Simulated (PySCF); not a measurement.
[Yb(HCN)]3+ at several levels of theory

Computed with PySCF 2.14.0 (density fitting, no spin-orbit coupling) at the geometry relaxed with PBE0:

```xyz
4
[Yb(HCN)]3+ (singlet in the valence; each metal's 4f electrons, 13 of them, lie in its core potential, out of spins and levels)
Yb    0.0000    0.0000   -0.1981
N     0.0000    0.0000    1.9551
C     0.0000    0.0000    3.1222
H     0.0000    0.0000    4.2403
```

```csv
level,basis,state,HOMO (eV),gap (eV),charge on Yb1 (e),population of f-type functions on Yb1 (polarisation alone where 4f lies in the core),dipole about the centre of mass (D),largest force component (eV/Å)
PBE0,"Yb lcecp-1-SVP with ECP59, N def2-SVP, C def2-SVP, H def2-SVP",singlet,-27.42,7.46,2.48,0.02,5.52,0.00
revPBE,the same,singlet,-26.12,5.11,2.42,0.02,5.77,1.58
PBE0,"Yb lcecp-1-TZVP with ECP59, N def2-TZVP, C def2-TZVP, H def2-TZVP",singlet,-27.33,7.41,2.59,0.02,5.57,0.85
```

In the lcecp rows the 4f levels are missing from HOMO and gap, and the state counts the valence alone.

Charges are Mulliken's, which hang on the basis. The relaxation used the grid (50, 194), these runs (75, 302) or, all-electron (x2c bases, spin-free X2C Hamiltonian), (99, 590).

(1) What does TPSS with Yb lcecp-1-SVP with ECP59, N def2-SVP, C def2-SVP, H def2-SVP give here?

An lcecp potential fixes the number of 4f electrons, so in runs with it no electron can move into or out of that shell.

## Answers

(1) state singlet, HOMO (eV) -26.12, gap (eV) 5.36, charge on Yb1 (e) 2.45, population of f-type functions on Yb1 (polarisation alone where 4f lies in the core) 0.01, dipole about the centre of mass (D) 5.70, largest force component (eV/Å) 1.11. Time: 2.9 s on 2 threads of Intel(R) Xeon(R) Platinum 8488C (Sapphire Rapids), on a shared host, from an already converged density.
